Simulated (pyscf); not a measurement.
PySCF, gas phase, ωB97X-D3(BJ)/def2-SVP geometries. Correlated levels are frozen-core, on RHF or UHF. ΔMP2 is the change of the MP2 total energy from the triple- to the quadruple-zeta basis.

For silanone (O=SiH₂) + silanol (HO–SiH₃) → HO–SiH₂–O–SiH₃, an addition across a multiple bond or ene-type step (singlet surface; H–O broken, H–O, O–Si formed), PBE/def2-TZVP gives ΔE‡ = -17.4 kcal/mol and ΔE = -68.7 kcal/mol (zero: the separated reactants). In which direction and how far do B3LYP-D3(BJ)/def2-TZVP, ωB97M-D3(BJ)/def2-TZVP, CCSD(T)/def2-TZVPP + ΔMP2(QZVPP) move these?

B3LYP-D3(BJ): ΔE‡ = -18.1 kcal/mol, ΔE = -74.5 kcal/mol; ωB97M-D3(BJ): ΔE‡ = -18.6 kcal/mol, ΔE = -75.8 kcal/mol; CCSD(T): ΔE‡ = -17.7 kcal/mol, ΔE = -75.8 kcal/mol. PBE's barrier lies over all of them, by 0.3 to 1.2 kcal/mol. Its reaction energy lies over all of them, by 5.7 to 7.1 kcal/mol. On the reactant side the descent ends in an adduct with a O–Si contact, 22.0 kcal/mol under the separated species and 1.6 kcal/mol under the saddle at ωB97X-D3(BJ)/def2-TZVP. At PBE, B3LYP-D3(BJ), ωB97M-D3(BJ), CCSD(T) the saddle lies under the separated reactants, which points to a path from their complex (located at ωB97X-D3(BJ) alone). What is counted as formed (O–Si) is already present as a longer contact in the reactant adduct; forming that adduct is a step of its own. At ωB97X-D3(BJ) the barrier from the zero used here is -20.4 kcal/mol. One saddle was located; it need not be the lowest between these sides. The CCSD(T) − MP2 part came from Ansatz, without density fitting, on the same reference.
